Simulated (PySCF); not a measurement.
BHFCl, SMILES FBCl. Heavy atoms are numbered as in [BH:1]([F:3])[Cl:4]. Hydrogens are named by the atom that carries them.

Coordinates come from a PBE0-D3(BJ)/def2-TZVP optimisation.

Level of theory: PySCF with CAM-B3LYP/def2-TZVPD.

Mulliken values depend strongly on the basis, most of all with diffuse functions as here. ESP charges are fitted to the potential on shells at 1.4 to 2.0 van der Waals radii. Atomic charges (e), one atom of each kind:

```json
[
 {"atom": "B1 (BH)", "ESP fit": "…", "Mulliken": "0.40", "meta-Löwdin": "0.33"},
 {"atom": "H on B1", "ESP fit": "…", "Mulliken": "-0.01", "meta-Löwdin": "0.00"},
 {"atom": "F3", "ESP fit": "…", "Mulliken": "-0.22", "meta-Löwdin": "-0.27"},
 {"atom": "Cl4", "ESP fit": "…", "Mulliken": "-0.17", "meta-Löwdin": "-0.07"}
]
```

Question: Complete the blanks. (The exact figures need the calculation; the answer reports its results.)

Answer: 
- B1 (BH), ESP fit: 0.39
- H on B1, ESP fit: -0.06
- F3, ESP fit: -0.20
- Cl4, ESP fit: -0.13
